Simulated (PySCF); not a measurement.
# Se⁺: excitation energy

Se⁺ [Ar] 3d10 4s2 4p3 (4S) → Se⁺ [Ar] 3d10 4s1 4p3 5s1 (6S), as a difference of total energies. Computed with PySCF 2.14 in aug-cc-pVTZ-PP with ECP10MDF (6s5p4d2f, 55 functions), with a scalar-relativistic core potential. Correlated levels: valence: 3s2 3p6 3d10 frozen. The calculations carry no spin-orbit coupling.

```csv
method,excitation energy (eV)
UHF,18.003
LDA,20.712
PBE,20.420
PBE0,20.164
r2SCAN,20.101
BP86,20.478
wB97M-V,20.143
BLYP,20.940
M06-2X,20.295
MP2 (valence),19.269
SCS-MP2 (valence),19.743
```

Problem. How much does correlation contribute at MP2 (valence)?

Solution. 19.269 − (18.003) = 1.266 eV, measured against UHF.

The promoted electron is Rydberg-like, and one or two diffuse shells describe it only roughly, which tends to raise the upper state.
